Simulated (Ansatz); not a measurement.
Species: H₄BO₃, SMILES `OB(O)[OH2+]` with one electron removed (charge 2, multiplicity 2).

Task: Give a relaxed geometry from B3LYP-D3(BJ)/def2-TZVP (Ansatz, an electronic-structure program).

Result: This is not unique; one that fits is the end point of this relaxation, one of several conformers (outside a Z-matrix the atoms follow the SMILES, hydrogens last).
Cartesian coordinates (Å) in one orientation:
```xyz
8

O     -0.708     1.189     0.118
B     -0.105     0.005    -0.108
O     -0.693    -1.100     0.393
O      1.238    -0.042    -0.572
H     -1.643     1.503     0.014
H     -1.623    -1.442     0.369
H      1.762     0.764    -0.817
H      1.773    -0.876    -0.619
```
